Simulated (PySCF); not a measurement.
# Structure from NMR data

An unknown has the formula C₇H₈NOP. Its calculated NMR data are:

1H NMR (300 MHz, computed): δ 9.85 (m, 1H), 9.13 (m, 1H), 2.94 (s, 3H), 2.93 (s, 3H).

13C{1H} NMR (computed): δ 206.0, 165.2, 161.2, 155.3, 151.2, 30.5, 29.8.

How the numbers were obtained: σ from GIAO-PBE0/pcSseg-1, GFN2-xTB structure, in PySCF 2.14 (no solvent model, fast rotation and ring inversion assumed for equivalent nuclei, non-relativistic, single conformer).

δ = σ(ref) − σ, references computed at the same level: TMS for 1H and 13C.

Which candidate is it?
A. CC(=O)c1cpcc(C)n1
B. CO/C=P/c1ccncc1
C. CC(=O)c1nc(C)ccp1

Answers

A. 

7 carbon signals for 7 carbons: no two carbons are equivalent. Carbon types of the structure: 3 × C, 2 × CH, 2 × CH3, which accounts for all hydrogens. δC 206.0: ketone carbonyl carbon; the double bond to the heteroatom, with no lone-pair donor beside it, deshields it most. δC 165.2, 155.3: substituted aromatic carbon next to a ring nitrogen. δC 161.2, 151.2: aromatic CH. δH 9.85, 9.13: hydrogen on an aromatic CH. δH 2.93: hydrogen on a methyl carbon on an aromatic ring; benzylic-type position, deshielded by the ring.

The others: CC(=O)c1nc(C)ccp1 has carbons computed at 206.2, 198.1, 178.6, 160.2, 130.4, 29.7, 26.8; CO/C=P/c1ccncc1 would give 5 carbon signals, not 7.

Splittings by 31P in the carbon and heteronuclear signals aren't shown, as no couplings were computed. Shifts are as computed. Against solution values, carbons near 30 ppm lie about +3 ppm off and those near 130 ppm about +5 ppm. Of 1211 compounds with measured shifts, 218 miss one by over three times the rms of a fit or turn the order of signals round; such compounds aren't used in these exercises. No couplings were computed; multiplicities are counted from neighbouring protons, with m where these are inequivalent, close in shift, in a saturated or five-membered ring or joined by F or P, and br s for small geminal =CH2 splittings.
